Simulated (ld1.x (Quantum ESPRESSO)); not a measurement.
# What the settings do to the TM potential of Ag (Z = 47)

Base potential:

| Quantity | Value |
| --- | --- |
| Element | silver |
| Generator | ld1.x (Quantum ESPRESSO) 7.5 |
| Type | norm-conserving Troullier–Martins (Kleinman–Bylander form) |
| Functional | PBEsol |
| Relativity | fully relativistic |
| Frozen core | [Ar] 3d10 4s2 |
| Valence charge | 17 |
| Reference configuration | 4p6 4d10 5s0.75 5p0.25 |
| Partial waves | 5s (bound): rc 1.85 bohr; 4p (bound): rc 0.95 bohr; 4d (bound): rc 1.75 bohr |
| Local potential | the d channel |
| Core correction | a·sin(br)/r model core, default radius (core density twice the valence density) |

Open shells are filled in proportion to 2j + 1 (rel_dist='average').

Occupied shells without a wave of their own: 5p. They enter only through the test configuration that unscreens the potential, and ld1.x also counts them in the model core charge.

All-electron outer shells of the reference configuration (PBEsol, scalar-relativistic, ld1.x):

```tsv
shell	level (eV)	outermost node (bohr)	outermost maximum (bohr)
3d	-359.04	–	0.27
4s	-95.54	0.44	0.82
4p	-59.09	0.44	0.87
4d	-8.01	0.43	1.04
5s	-4.81	1.11	2.46
5p	-0.97	1.25	3.71
```

Cutoffs, loose and tight: the cutoffs (Ry, on a coarse ladder) from which the occupation-weighted sum of valence levels, in a spherical-Bessel basis at the reference potential, stays within 10 and 1 mRy of its value at 400 Ry. They do not see the model core or the augmentation charge, which bear on the density cutoff. Test errors are all-electron minus pseudo excitation energies from the reference, over the configurations 4p6 4d10 5s1 5p0; 4p6 4d10 5s0 5p0; 4p6 4d9 5s0 5p0; 4p6 4d9 5s2 5p0; 4p6 4d8 5s0 5p0; 4p6 4d10 5s0.5 5p0; 4p5 4d10 5s1 5p0. A dash means not determined; rows that change the core or the reference have their own tests.

With those shells counted twice in exchange and correlation these files are broken, and their errors move erratically; no question is asked of them.

A true bound ghost makes a file unfit for plane-wave use even where its test errors are small: the radial tests pick states by their node count and pass the ghost by.

Cutoffs are not given where the Bessel-basis levels miss the radial ones by over 6 mRy, ghosts where they miss by over 20 mRy; a channel whose overlap is not positive is not tested.

```tsv
change	outcome	cutoff, loose	cutoff, tight	bound ghosts	largest test error (meV)
base	generated, misses its reference levels by 0.34 eV	160 Ry	200 Ry	s	-87
wave 4p (bound): rc 0.95 bohr becomes 4p (bound): rc 0.66 bohr	generated, misses its reference levels by 0.34 eV	–	–	s	-101
wave 4p (bound): rc 0.95 bohr becomes 4p (bound): rc 0.76 bohr	generated, misses its reference levels by 0.34 eV	over 300 Ry	over 300 Ry	s	-96
wave 4p (bound): rc 0.95 bohr becomes 4p (bound): rc 0.88 bohr	generated, misses its reference levels by 0.34 eV	160 Ry	300 Ry	s	-89
wave 4p (bound): rc 0.95 bohr becomes 4p (bound): rc 1.00 bohr	generated, misses its reference levels by 0.34 eV	160 Ry	200 Ry	s	-87
wave 4p (bound): rc 0.95 bohr becomes 4p (bound): rc 1.08 bohr	generated, misses its reference levels by 0.34 eV	140 Ry	180 Ry	s	-89
wave 4p (bound): rc 0.95 bohr becomes 4p (bound): rc 1.18 bohr	generated, misses its reference levels by 0.34 eV	110 Ry	160 Ry	s	-94
wave 4p (bound): rc 0.95 bohr becomes 4p (bound): rc 1.28 bohr	generated, misses its reference levels by 0.34 eV	80 Ry	140 Ry	s	-101
wave 4p (bound): rc 0.95 bohr becomes 4p (bound): rc 1.38 bohr	generated, misses its reference levels by 0.34 eV	70 Ry	110 Ry	s	-110
```

Reading the sweep of the p radius (base included, trends over the rows without a ghost): Bound ghosts are found at 0.66, 0.76, 0.88, 0.95, 1, 1.08, 1.18, 1.28, 1.38 bohr. Every judged row has one, so this setting neither creates nor removes them.
